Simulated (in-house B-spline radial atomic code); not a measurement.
Orbital energies and mean radii along the 22-electron series, configuration [Ar] 3d4. The effective charge is n√(-2ε), a non-relativistic measure. Computed with an all-electron radial atomic-structure program (B-spline basis): Dirac-Hartree-Fock, average of the configuration, finite nuclei.

```json
{"ion": "Kr14+", "Z": "36", "energy of 3p1/2 (Eh)": "-22.373", "mean radius of 3p1/2 (bohr)": "0.48774", "energy of 2s1/2 (Eh)": "-88.092", "mean radius of 2s1/2 (bohr)": "0.18202", "effective charge of 3p1/2": "20.068"}
{"ion": "Rb15+", "Z": "37", "energy of 3p1/2 (Eh)": "-24.773", "mean radius of 3p1/2 (bohr)": "0.46835", "energy of 2s1/2 (Eh)": "-94.948", "mean radius of 2s1/2 (bohr)": "0.17634", "effective charge of 3p1/2": "21.117"}
{"ion": "Sr16+", "Z": "38", "energy of 3p1/2 (Eh)": "-27.293", "mean radius of 3p1/2 (bohr)": "0.45041", "energy of 2s1/2 (Eh)": "-102.09", "mean radius of 2s1/2 (bohr)": "0.17098", "effective charge of 3p1/2": "22.165"}
{"ion": "Zr18+", "Z": "40", "energy of 3p1/2 (Eh)": "?", "mean radius of 3p1/2 (bohr)": "?", "energy of 2s1/2 (Eh)": "?", "mean radius of 2s1/2 (bohr)": "?", "effective charge of 3p1/2": "?"}
{"ion": "Nb19+", "Z": "41", "energy of 3p1/2 (Eh)": "?", "mean radius of 3p1/2 (bohr)": "?", "energy of 2s1/2 (Eh)": "?", "mean radius of 2s1/2 (bohr)": "?", "effective charge of 3p1/2": "?"}
{"ion": "Mo20+", "Z": "42", "energy of 3p1/2 (Eh)": "-38.58", "mean radius of 3p1/2 (bohr)": "0.3902", "energy of 2s1/2 (Eh)": "-133.48", "mean radius of 2s1/2 (bohr)": "0.15224", "effective charge of 3p1/2": "26.352"}
```

(1) Fill in the row of Zr18+.

(2) Fill in the row of Nb19+.

(3) How does the screening of 3p1/2 change?

Answers

(1) energy of 3p1/2 (Eh): -32.694; mean radius of 3p1/2 (bohr): 0.41823; energy of 2s1/2 (Eh): -117.21; mean radius of 2s1/2 (bohr): 0.16112; effective charge of 3p1/2: 24.259.

(2) energy of 3p1/2 (Eh): -35.576; mean radius of 3p1/2 (bohr): 0.40375; energy of 2s1/2 (Eh): -125.2; mean radius of 2s1/2 (bohr): 0.15656; effective charge of 3p1/2: 25.305.

(3) Z less the effective charge goes from 15.93 at Z = 36 to 15.65 at Z = 42.
